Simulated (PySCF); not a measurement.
## Dipole response of Ni(2+) (nickel, charge +2)

[Ar] 3d7 4s1, high-spin 5F determinant (an excited configuration). Calculation: PySCF 2.14, in aug-cc-pVTZ-DK; the spin-free X2C one-electron Hamiltonian (Gaussian nucleus). Coupled (time-dependent) response in atomic units; α is the mean over directions.

```json
{"method": "UHF", "mean α (bohr³)": "16.02", "C₆ (like pair)": "57.35", "S(−4)": "242.7"}
{"method": "PBE", "mean α (bohr³)": "12.18", "C₆ (like pair)": "42.25", "S(−4)": "124.4"}
{"method": "PBE0", "mean α (bohr³)": "12.97", "C₆ (like pair)": "45.12", "S(−4)": "146.2"}
```

S(−4) is the Cauchy moment in α(ω) = α(0) + S(−4) ω² + …

α(iu) at PBE:

| u (hartree) | α(iu) (bohr³) |
| --- | --- |
| 0 | 12.18 |
| 0.0500 | 11.88 |
| 0.100 | 11.07 |
| 0.200 | 8.822 |
| 0.300 | 6.792 |
| 0.500 | 4.305 |
| 0.750 | 2.865 |
| 1.00 | 2.142 |
| 1.50 | 1.421 |
| 2.00 | 1.050 |
| 3.00 | 0.6623 |
| 5.00 | 0.3422 |

For an ion, C₆ is the dispersion term alone; charge-induced terms of lower order in 1/R come first.
